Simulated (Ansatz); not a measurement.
Relaxation of ClGeH$_{5}$O (8 atoms, charge 0, multiplicity 1), to a largest force component of 0.03 eV/Å in at most 50 steps.

Theory: RHF/def2-SVP (Ansatz 0.2.0).

```xyz
8
Properties=species:S:1:pos:R:3
Ge -0.167 -0.208 -0.104
H -0.126 -0.194 1.437
Cl 1.893 -0.414 -0.791
H -0.765 1.052 -0.704
H -0.889 -1.461 -0.597
O 1.169 1.971 1.423
H 2.056 1.818 1.132
H 0.960 1.224 2.002
```

**Question.** Where does it end, and by what steps?

**Answer.** It converged. The force dipped under the threshold on the way, but the program's further checks kept it going. After 12 steps the energy has fallen by 0.206 eV; H8 moved furthest, 0.88 Å.

```json
{"step": "0", "energy less start (eV)": "0.0000", "largest force component (eV/Å)": "1.248", "accepted": "yes"}
{"step": "1", "energy less start (eV)": "-0.1206", "largest force component (eV/Å)": "0.352", "accepted": "yes"}
{"step": "2", "energy less start (eV)": "-0.1410", "largest force component (eV/Å)": "0.955", "accepted": "yes"}
{"step": "3", "energy less start (eV)": "-0.1636", "largest force component (eV/Å)": "0.530", "accepted": "yes"}
{"step": "4", "energy less start (eV)": "-0.1536", "largest force component (eV/Å)": "1.277", "accepted": "no"}
{"step": "5", "energy less start (eV)": "-0.1809", "largest force component (eV/Å)": "0.271", "accepted": "yes"}
{"step": "6", "energy less start (eV)": "-0.1940", "largest force component (eV/Å)": "0.120", "accepted": "yes"}
{"step": "7", "energy less start (eV)": "-0.2028", "largest force component (eV/Å)": "0.033", "accepted": "yes"}
{"step": "8", "energy less start (eV)": "-0.1945", "largest force component (eV/Å)": "0.446", "accepted": "no"}
{"step": "9", "energy less start (eV)": "-0.2042", "largest force component (eV/Å)": "0.041", "accepted": "yes"}
{"step": "10", "energy less start (eV)": "-0.2062", "largest force component (eV/Å)": "0.020", "accepted": "yes"}
{"step": "11", "energy less start (eV)": "-0.1951", "largest force component (eV/Å)": "1.012", "accepted": "no"}
{"step": "12", "energy less start (eV)": "-0.2065", "largest force component (eV/Å)": "0.023", "accepted": "yes"}
```

```xyz
8
Properties=species:S:1:pos:R:3
Ge -0.278 -0.360 -0.167
H -0.445 -0.586 1.328
Cl 1.862 -0.469 -0.615
H -0.777 0.998 -0.634
H -0.917 -1.496 -0.966
O 1.244 2.095 1.526
H 1.934 1.810 0.943
H 1.509 1.798 2.384
```

Whether the end is a true minimum wasn't checked by a vibrational analysis.

The run took 32 s on 1 thread of Intel(R) Xeon(R) Platinum 8259CL CPU @ 2.50GHz (Skylake/Cascade Lake) (shared host), peak memory 0.19 GiB.
